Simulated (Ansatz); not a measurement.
`[SiH3][N]([SiH3])[Ag]`. Total charge 0; spin multiplicity 1. Correlated methods include outer-core shells of Ag, which these sets cover unevenly. Ag: def2 effective core potential.

```xyz
10

Si    0.757   -1.164    0.691
N     0.222   -0.047   -0.480
Si   -0.984    1.149   -0.341
Ag    1.369    0.058   -2.181
H     0.947   -2.526    0.104
H     2.074   -0.808    1.304
H    -0.239   -1.267    1.798
H    -1.854    1.196   -1.555
H    -1.849    0.873    0.844
H    -0.442    2.535   -0.185
```

Task: Give the diagnostics of a CCSD(T)/def2-TZVPP run (frozen core, the Gaussian-basis code of Ansatz). (Estimate.)

Result: Ansatz gave: T1 = 0.0192, largest single amplitude 0.079, largest double 0.017, (T) share of the correlation energy 3.4 %, 13 CCSD cycles. The RHF solution is stable towards an unrestricted one. T1 lies under the customary mark of 0.02 for closed shells.
